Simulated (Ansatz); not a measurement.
Input file for Ansatz (a first-principles code): R-CCSD(T)/def2-TZVPP on BiH3O3 (SMILES [OH][Bi]([OH])[OH]), a point of a torsion scan. Elements past Kr take the def2 small-core potentials; no spin–orbit coupling. The run froze 12 orbitals, filled d shells among them.

Ansatz 0.2 input:
```yaml
crystal:
  periodic: [false, false, false]
  atoms:
    - {symbol: O, position_ang: [-0.95617723, -1.04814892, -0.49131520]}
    - {symbol: Bi, position_ang: [-0.46602820, 0.57838912, 0.69244915]}
    - {symbol: O, position_ang: [1.32700664, 0.65516021, -0.26253973]}
    - {symbol: O, position_ang: [0.18657182, -0.68781431, 2.14939083]}
    - {symbol: H, position_ang: [-1.89071508, -1.13010686, -0.66828993]}
    - {symbol: H, position_ang: [1.56846872, -0.22079804, -0.55934762]}
    - {symbol: H, position_ang: [0.64110901, -1.43453723, 1.76348698]}
basis:
  gaussian:
    orbitals: def2-TZVPP
magnetization: {spin_polarized: false}
correlation: {method: ccsd_t, electrons: outside_noble_gas}
scf: {lower_state_search: off}
```

It printed:

```
WARN ansatz: RAYON_NUM_THREADS=1 ignored (pool sized by the plan → 1); use --threads N
Functional definition: HF
these checks for a lower state are left out or cut short: stability, starts, cluster_reference, orbital_swaps, neighbouring_geometries, increment
integrals: 0.65 GiB planned
1316 factors; integrals over basis functions are off by at most 7.2e-4 eV
mean field: 0.57 GiB planned
mean field evaluation 1: about -11966.3288 eV, gradient 6.4e1 eV
mean field evaluation 2: about -11966.3665 eV, gradient 6.4e1 eV
mean field evaluation 4: about -11973.6011 eV, gradient 3.2e0 eV
mean field evaluation 8: about -11973.6607 eV, gradient 4.3e-1 eV
mean field evaluation 16: about -11973.6617 eV, gradient 1.1e-6 eV
mean field -11973.66167817 eV, -440.0239506333 hartree, gradient 1.1e-6 eV, S^2 0.000000; 0 other end points of the search recorded, 0 dependent functions left out
12 core orbitals not correlated
reference -11973.66167817 eV, -440.0239506333 hartree; 13, 13 occupied and 160, 160 virtual orbitals, 1316 factors
second order -23.37831655 eV of doubles, -0.00000000 eV of singles
coupled cluster: 1.92 GiB planned
cycle   1  -22.71471373 eV  change    6.6e-1 eV  update   1.2e-1
cycle   2  -23.27860525 eV  change   -5.6e-1 eV  update   4.2e-2
cycle   3  -23.43666723 eV  change   -1.6e-1 eV  update   2.0e-2
cycle   4  -23.42246345 eV  change    1.4e-2 eV  update   6.0e-3
cycle   5  -23.41860706 eV  change    3.9e-3 eV  update   2.8e-3
cycle   6  -23.42032354 eV  change   -1.7e-3 eV  update   9.7e-4
cycle   7  -23.41989210 eV  change    4.3e-4 eV  update   3.4e-4
cycle   8  -23.41966203 eV  change    2.3e-4 eV  update   1.0e-4
cycle   9  -23.41967823 eV  change   -1.6e-5 eV  update   4.0e-5
cycle  10  -23.41968795 eV  change   -9.7e-6 eV  update   1.7e-5
perturbative correction -0.90635902 eV, -0.0333080798 hartree
Total energy: -11997.98772514 eV, -440.9179163709 hartree
Checks for a lower state left out: stability, starts, cluster_reference, orbital_swaps, neighbouring_geometries, increment
```

The run converged.

Cost: around 120 core-seconds (rough).
